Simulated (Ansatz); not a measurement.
```xyz
10

C     0.606   -0.384   -1.488
O    -0.442   -0.105   -0.579
Si   -0.290    0.117    1.011
O    -1.732    0.452    1.658
Cl    1.047    1.628    1.344
Cl    0.398   -1.554    1.931
H     1.080   -1.341   -1.252
H     0.173   -0.439   -2.487
H     1.362    0.405   -1.469
H    -2.202    1.221    1.331
```

Total charge 0; spin multiplicity 1.

Q: List the PBE/def2-TZVPP orbital energies in eV (the Gaussian-basis code of Ansatz). (Best estimate.)

A: The calculation gave: Occupied: -2739.12, -2739.08, -1781.99, -510.92, -510.88, -270.51, -249.71, -249.67, -190.40, -190.35, -190.24, -190.23, -190.20, -190.20, -139.44, -96.22, -96.20, -96.16, -26.16, -25.59, -21.01, -20.45, -17.45, -14.35, -12.90, -11.62, -11.51, -11.11, -10.31, -9.29, -8.82, -8.61, -8.30, -8.05, -7.82, -7.72, -7.27. Lowest empty: -0.52, 0.22, 0.77, 0.96, 1.33, 1.67, 2.30, 2.45.
